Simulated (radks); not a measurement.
Charge is removed step by step from the 4s down level of the strontium ion Sr2+, starting from [Ar] 3d10 4s(up 1, down 1) 4p6. All-electron calculation, scalar-relativistic Kohn-Sham, PBE, spin-polarised, spherical densities, finite nucleus; Fermi nuclear charge, rms radius 4.224 fm. Program: a radial shooting solver on a logarithmic mesh with Libxc functionals.

removed (e)	E - E(0) (eV)	eigenvalue (eV)	E minus straight line (eV)
0	0.000	-54.724	0.000
0.25	14.120	-58.264	-1.346
0.5	29.131	-61.847	-1.801
0.75	45.042	-65.470	-1.356
1	61.864	-69.130	0.000

Removing the whole electron costs 61.864 eV by Delta-SCF, against 54.724 eV from minus the eigenvalue at the starting occupation. Slater's transition state (half an electron removed) gives 61.847 eV. Integrating minus the eigenvalue over the occupation (Janak's theorem) gives 61.873 eV. In this scalar-relativistic scheme the density is built from large components alone, so the theorem holds only approximately. The mean slope of the eigenvalue, de/dn, is 14.4 eV per electron.
